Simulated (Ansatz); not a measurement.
`CO[SiH2][SiH2]F` and `C=C[SiH2][SiH2]F` differ in one atom or group.

Ansatz, PBE0-D4/def2-TZVP geometries, multiplicity 1. Each molecule was computed in one conformer, which needn't be the lowest.

```json
{"property": "HOMO energy (B3LYP/def2-TZVPP) / eV", "`CO[SiH2][SiH2]F`": "-7.50"}
{"property": "size of the dipole moment (ωB97M-V/def2-TZVPP) / D", "`CO[SiH2][SiH2]F`": "0.44"}
{"property": "HOMO energy (PBE0/def2-TZVPP) / eV", "`CO[SiH2][SiH2]F`": "-7.70"}
{"property": "HOMO energy (PBE/def2-TZVPP) / eV", "`CO[SiH2][SiH2]F`": "-6.38"}
{"property": "size of the dipole moment (B3LYP/def2-TZVPP) / D", "`CO[SiH2][SiH2]F`": "0.44"}
{"property": "zero-point energy (PBE0-D4/def2-TZVP) / kJ/mol", "`CO[SiH2][SiH2]F`": "209.0"}
```

(1) What does the change do to each property? (Best estimate.)

## Answers

(1) Computed: 
| property | `C=C[SiH2][SiH2]F` | shift |
| --- | --- | --- |
| HOMO energy (B3LYP/def2-TZVPP) / eV | -7.50 | 0.00 |
| size of the dipole moment (ωB97M-V/def2-TZVPP) / D | 1.50 | 1.06 |
| HOMO energy (PBE0/def2-TZVPP) / eV | -7.70 | 0.00 |
| HOMO energy (PBE/def2-TZVPP) / eV | -6.60 | -0.22 |
| size of the dipole moment (B3LYP/def2-TZVPP) / D | 1.49 | 1.05 |
| zero-point energy (PBE0-D4/def2-TZVP) / kJ/mol | 208.7 | -0.3 |

Dipoles are sizes alone; their direction can turn.

B3LYP here is the variant with VWN-RPA as its local correlation; programs differ in this.
